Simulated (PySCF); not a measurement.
[Eu(H2O)6]3+: from a saddle point downhill

PySCF 2.14.0, RKS PBE, Eu lcecp-1-SVP with ECP52, O def2-SVP, H def2-SVP; non-relativistic Hamiltonian with scalar-relativistic core potentials where named; density fitting; no spin-orbit coupling. Relaxed within the symmetry of its start, the geometry (D2d) is

```xyz
19

Eu    0.0000    0.0000    0.0000
O     0.0000    0.0000    2.4105
H     0.5551    0.5376    3.0246
H    -0.5551   -0.5376    3.0246
O     0.0000    0.0000   -2.4105
H     0.5551   -0.5376   -3.0246
H    -0.5551    0.5376   -3.0246
O     2.4051    0.0000    0.0000
H     3.0157   -0.5489    0.5489
H     3.0157    0.5489   -0.5489
O     0.0000    2.4105    0.0000
H     0.5551    3.0246    0.5376
H    -0.5551    3.0246   -0.5376
O    -2.4051    0.0000    0.0000
H    -3.0157    0.5489    0.5489
H    -3.0157   -0.5489   -0.5489
O     0.0000   -2.4105    0.0000
H    -0.5551   -3.0246    0.5376
H     0.5551   -3.0246   -0.5376
```

and its lowest harmonic modes are -216, -107, -107, 38, 59, 59 cm⁻¹ (negative: unstable). It was moved along the lowest mode and relaxed again, within the group D2 that the move left.

Q: Where does it end, and how much lower?

A: In Th, 0.119 eV lower, after 21 steps:
```xyz
19

Eu    0.0000    0.0000    0.0000
O     0.0000    0.0000    2.4029
H     0.7761   -0.0012    3.0133
H    -0.7761    0.0012    3.0133
O     0.0000    0.0000   -2.4029
H     0.7761    0.0012   -3.0133
H    -0.7761   -0.0012   -3.0133
O     2.4032    0.0000    0.0000
H     3.0138   -0.7756   -0.0013
H     3.0138    0.7756    0.0013
O     0.0000    2.4026    0.0000
H     0.0027    3.0130    0.7761
H    -0.0027    3.0130   -0.7761
O    -2.4032    0.0000    0.0000
H    -3.0138    0.7756   -0.0013
H    -3.0138   -0.7756    0.0013
O     0.0000   -2.4026    0.0000
H    -0.0027   -3.0130    0.7761
H     0.0027   -3.0130   -0.7761
```

Q: How do the contacts change?

A: 
```tsv
contact	saddle (Å)	end (Å)
Eu1–O2 (H2O)	2.410	2.403
Eu1–O5 (H2O)	2.410	2.403
Eu1–O8 (H2O)	2.405	2.403
Eu1–O11 (H2O)	2.410	2.403
Eu1–O14 (H2O)	2.405	2.403
Eu1–O17 (H2O)	2.410	2.403
```


Q: Is the end a minimum?

A: Yes; lowest modes 56, 56, 56, 69, 69, 69 cm⁻¹.

An lcecp potential fixes the number of 4f electrons, so in runs with it no electron can move into or out of that shell.

State: singlet in the valence, with the 4f electrons in the core potential.
